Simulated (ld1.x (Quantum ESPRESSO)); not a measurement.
## Before and after: TM potential for Sm

| Quantity | Value |
| --- | --- |
| Element | Sm (Z = 62) |
| Generator | ld1.x (Quantum ESPRESSO) 7.5 |
| Type | norm-conserving Troullier–Martins (Kleinman–Bylander form) |
| Functional | PBE |
| Relativity | scalar-relativistic |
| Frozen core | [Kr] 4d10 |
| Valence charge | 16 |
| Reference configuration | 4f5 5s2 5p6 5d1 6s2 6p0 |
| Partial waves | 5p (bound): rc 2.40 bohr; 5d (bound): rc 2.95 bohr; 4f (bound): rc 0.95 bohr; 5s (bound): rc 1.55 bohr |
| Local potential | the s channel |
| Core correction | none |

Occupied shells without a wave of their own: 6s. They enter only through the test configuration that unscreens the potential.

Change: wave 5s (bound): rc 1.55 bohr becomes 5s (bound): rc 1.92 bohr.

Cutoffs: the cutoffs (Ry, on a coarse ladder) from which the occupation-weighted sum of valence levels, in a spherical-Bessel basis at the reference potential, stays within 10 and 1 mRy of its value at 400 Ry; they do not see the model core or the augmentation charge, which bear on the density cutoff. Errors are all-electron minus pseudo energies relative to the spin-unpolarised reference configuration.

**Question.** Predict the effect on cutoff, ghosts and configuration errors.

**Answer.** The miss of the reference levels goes from 0.08 to 0.37 eV; of the 7 tests that both files solve, the error grows in 5 and shrinks in 2 by more than 15 % and 0.3 meV (median size 366.0 → 642.7 meV); the range in which the f phases agree widens (upper end 1.1 → 4.1); neither file shows a bound ghost.

| quantity | base | changed |
| --- | --- | --- |
| cutoff, loose | over 300 Ry | over 300 Ry |
| cutoff, tight | over 300 Ry | over 300 Ry |
| loose cutoff by channel (10 mRy a level) | p 12 Ry, d 12 Ry, f 300 Ry, s 50 Ry | p 12 Ry, d 12 Ry, f 300 Ry, s 30 Ry |
| bound ghosts | none | none |
| largest miss of a reference level, eV | 0.08 | 0.37 |
| error for 4f6 5s2 5p6 5d0 6s2 6p0, meV [ΔE -2.95 eV] | -207 | -122 |
| error for 4f6 5s2 5p6 5d0 6s1 6p0, meV [ΔE 3.00 eV] | -301 | -510 |
| error for 4f6 5s2 5p6 5d0 6s0 6p0, meV [ΔE 14.08 eV] | -453 | -1153 |
| error for 4f6 5s2 5p6 5d1 6s0 6p0, meV [ΔE 4.40 eV] | -268 | -643 |
| error for 4f6 5s2 5p6 5d0 6s0 6p1, meV [ΔE 6.13 eV] | -366 | -874 |
| error for 4f6 5s1 5p6 5d0 6s2 6p0, meV [ΔE 45.77 eV] | -381 | -253 |
| error for 4f4 5s2 5p6 5d0 6s0 6p0, meV [ΔE 79.91 eV] | -567 | -2794 |
| s: phases at 3.21 bohr within 0.05 rad from the reference energy up to (Ry; the scan ends near 5) | -0.3 | -0.7 |
| p: phases at 3.21 bohr within 0.05 rad from the reference energy up to (Ry; the scan ends near 5) | 0.3 | 0.3 |
| d: phases at 3.21 bohr within 0.05 rad from the reference energy up to (Ry; the scan ends near 5) | 2.1 | 2.1 |
| f: phases at 3.21 bohr within 0.05 rad from the reference energy up to (Ry; the scan ends near 5) | 1.1 | 4.1 |

Base: The 6s level has no wave, so the channel is fitted at the deeper level alone: the likely source of the large errors. Changed file: The 6s level has no wave, so the channel is fitted at the deeper level alone: the likely source of the large errors.
